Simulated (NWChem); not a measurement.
Molecule: C₄H₄F₂; SMILES C(F)(=CC=C)F

```xyz
10

C      0.1633    -2.7367     0.0000
C     -0.3022    -1.4798     0.0000
C      0.5377    -0.2974     0.0000
C      0.0600     0.9489     0.0000
F      0.7998     2.0286     0.0000
F     -1.2124     1.2648     0.0000
H      1.2364    -2.9504     0.0000
H     -0.5165    -3.5913     0.0000
H     -1.3842    -1.3100     0.0000
H      1.6248    -0.3991     0.0000
```
Atoms are numbered in this order, from 1.

All runs use the structure optimised with PBE0/def2-SVP.

Symmetry labels are those of Cs in the frame above (b1 and b2, or b-type labels, depend on it). States above −ε(HOMO) = 5.6 eV lie in this functional's continuum and hang on the basis.

Question: List the 6 lowest vertical singlet excitations from PBE/6-31+G* (spherical d), full TDDFT (NWChem).

Answer: 
```csv
state,energy (eV),oscillator strength,symmetry,leading excitation (squared amplitude)
S1,5.46,0.000,a",HOMO → LUMO+1 (1.00)
S2,5.49,0.534,a',HOMO → LUMO (0.87)
S3,5.97,0.022,a",HOMO → LUMO+2 (0.98)
S4,6.03,0.000,a",HOMO → LUMO+3 (0.98)
S5,6.37,0.096,a',HOMO → LUMO+4 (0.59)
S6,6.65,0.000,a",HOMO → LUMO+5 (1.00)
```
